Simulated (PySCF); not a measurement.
# One molecule, several mistakes: AlBCGeH5 cation

These are calculations, not measurements. They come from PySCF 2.14.0, an open-source quantum chemistry program, on an isolated molecule that a program drew, which may never have been made. The molecule is AlBCGeH5 cation (charge +1, singlet), drawn as the SMILES string `[BH+][CH]=[GeH][AlH2]`.

Each row is a Hartree-Fock (HF) and frozen-core CCSD(T) single point in the cc-pV(D+d)Z basis, meant for a local HF minimum. Run 1 is clean. Each other run has one planted mistake out of seven kinds, and not every kind appears here: one electron removed, one electron added, multiplicity raised by two, geometry at a saddle point, minimal basis STO-3G, one bond length entered in bohr, all coordinates scaled. The reference is restricted for singlets and unrestricted otherwise, and also for a bond in bohr. Adding or removing an electron swaps singlet and doublet. Electrons count all cores. HOMO and LUMO are orbital energies over both spins, the gradient is its largest component, and the lowest frequency (negative if imaginary) is given only where the gradient is small. Bond lengths are over the 8 bonds as drawn. T1 is the CCSD diagnostic: over 0.02 (restricted) or 0.045 (unrestricted) a single reference is doubtful. Germanium has the cc-pVDZ-PP basis, with a core potential (ECP10MDF) in place of its 10 inner electrons, and its 3s, 3p and 3d shells are frozen in CCSD(T).

Geometry of the clean run:
```xyz
9
AlBCGeH5 cation, angstrom
B     1.0322   -2.2329    1.4439
C     0.4674   -1.0299    1.9009
Ge   -0.9696   -0.2875    0.9960
Al   -2.0721   -1.3047   -1.1128
H     1.4610   -3.2376    1.0154
H     0.8508   -0.5154    2.7780
H    -1.4097    1.0079    1.6716
H    -3.2661   -0.4906   -1.6881
H    -1.3623   -2.6331   -1.5239
```

```
run,electrons,basis functions,<S^2>,HOMO (eV),LUMO (eV),gradient (hartree/bohr),lowest frequency (cm^-1),mean bond (Å),longest bond (Å),T1,HF (hartree),CCSD(T) (hartree),mistake
1,60,99,0.000,-14.67,-4.96,1.4e-05,78,1.5937,2.588,0.0155,-600.46367,-600.86509,no fault
2,59,99,1.038,-19.34,-12.99,5.7e-02,-,1.5937,2.588,0.0475,-599.93820,-600.32216,one electron removed
3,61,99,0.824,-6.24,0.72,3.8e-02,-,1.5937,2.588,0.0259,-600.66845,-601.08786,?
4,60,99,0.000,-15.85,-5.10,8.2e-02,-,1.4439,2.345,0.0130,-600.37436,-600.76466,?
```

**Which mistake was planted in run 3, and what did it cost?**

It counts 61 electrons, one more than the clean run, at the same geometry and basis. So the mistake is: one electron added. Subtracting run 1 and multiplying by 627.51 kcal/mol a hartree, the energy moved by -128.5 kcal/mol in HF and -139.8 kcal/mol in CCSD(T).

**Which mistake was planted in run 4, and what did it cost?**

The mean and the longest bond both change by the same factor, 0.906, and the gradient is no longer small. So the mistake is: all coordinates scaled. Subtracting run 1 and multiplying by 627.51 kcal/mol a hartree, the energy moved by 56.0 kcal/mol in HF and 63.0 kcal/mol in CCSD(T).

Cautions from the logs. Run 2: T1 is over the limit, so its CCSD(T) energy is less reliable.
